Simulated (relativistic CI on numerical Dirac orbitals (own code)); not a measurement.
Pt⁴⁺: N6,7 absorption edge

Computed with this model: Dirac-Coulomb-Breit CI, KLI orbitals optimised for each configuration, model QED (radiative potential, 1s self-energy scaled to tabulated hydrogen-like ionisation energies), valence Slater integrals scaled by 0.8, multiplet model of core-to-valence dipole absorption; configurations [Xe] 4f14 5d6 → [Xe] 4f13 5d7; 10 K; Lorentzian 0.3 eV and Gaussian 0.3 eV FWHM. Energies are those of the free ion, without screening or charge transfer. The branching ratio is the share of the lower-energy edge in the whole absorption, uncertain by about 0.02 where the edges overlap. S is read from ⟨S²⟩ = S(S + 1).

Field parameters in Wybourne normalisation: D3d B²₀ = −7Dσ, B⁴₀ = −14Dq − 21Dτ, B⁴₃ = −14√(10/7) Dq; D4h B²₀ = −7Ds, B⁴₀ = 21(Dq − Dt), B⁴₄ = 21√(5/14) Dq. The field is a parameter set, without covalency.

free ion: ground-state S = 1.81, centroid 73.57 eV. Peaks (eV, height): 72.8 (99), 73.3 (100), 74.5 (12), 75.7 (34).

D4h, 10Dq = 43550, Ds = 1520, Dt = 300 cm⁻¹: ground-state S = 0.18, centroid 76.20 eV, branching ratio 0.543. Peaks (eV, height): 74.2 (100), 75.1 (94), 77.4 (85), 78.3 (61).

D3d, 10Dq = 42300, Dσ = 940, Dτ = -310 cm⁻¹: ground-state S = 0.18, centroid 76.15 eV, branching ratio 0.549. Peaks (eV, height): 74.6 (100), 77.8 (65).

Strongest unbroadened transitions for D3d, 10Dq = 42300, Dσ = 940, Dτ = -310 cm⁻¹:

```tsv
Energy (eV)	Relative strength
74.49	2.2
74.63	53.6
74.65	100.0
74.71	2.3
74.73	6.9
74.97	1.3
75.00	4.2
77.42	16.1
77.51	9.0
77.62	2.5
77.78	3.6
77.79	7.9
77.81	21.6
77.83	57.8
78.07	1.2
78.20	1.9
78.93	1.0
79.03	1.3
```
